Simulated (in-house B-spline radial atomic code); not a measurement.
Values are calculated unless marked as measured or tabulated.
B in an electron gas of r_s = 3.6: phase shifts, screening and friction

A nucleus sits in a uniform electron gas with a rigid positive background. The Kohn-Sham equations are solved self-consistently in the spin-unpolarised LDA (PW92), non-relativistic, on B-splines with outgoing waves at the boundary and partial waves to l = 8. The model has no lattice, no bands and no magnetic solution. Atomic units; δ_l are the phase shifts at the Fermi level, counted so that each bound state adds π, and good to about 0.0005.

The density parameter is r_s = 3.6 bohr.

```csv
l,δ_l (rad)
0,4.6083
1,1.1616
2,-0.0436
3,-0.0035
4,0.0005
5,0.0000
6,0.0001
7,0.0000
8,0.0000
```

Bound levels below the band bottom (hartree): s -6.192, s -0.06202.

(1) Check the Friedel sum rule, and say where the screening charge sits.

(2) Find the transport cross section and the electronic stopping of a 2 keV B ion (mass 10.81 u).

## Answers

(1) k_F = (9π/4)^(1/3)/r_s = 0.53310. The rule is Z = (2/π) Σ (2l + 1) δ_l. The terms are s 2.934, p 2.218, d -0.139, f -0.016 and 0.004 beyond, in all 5.002 against Z = 5. Bound states hold 4 s, 0 p, 0 d electrons, so the scattering states carry 1.00 in all; where a term is smaller than its bound count, the bound level has drawn weight out of the band.

(2) σ_tr = (4π/k_F²) Σ (l + 1) sin²(δ_l − δ_(l+1)). The terms for l = 0 to 3 are 0.0902, 1.7444, 0.0048, 0.0001, all together 1.8395, so σ_tr = 44.217 × 1.8395 = 81.338 bohr². With n = 3/(4π r_s³) = 0.005117, the friction coefficient is Q = n k_F σ_tr = 0.2219. For v well below v_F = 0.533, dE/dx = Q v; with 24801 eV per u at v = 1, v = √(2000/(24801 × 10.81)) = 0.0864, so dE/dx = 0.01916 hartree/bohr = 9.85 eV/nm. The largest term couples the p and d waves.
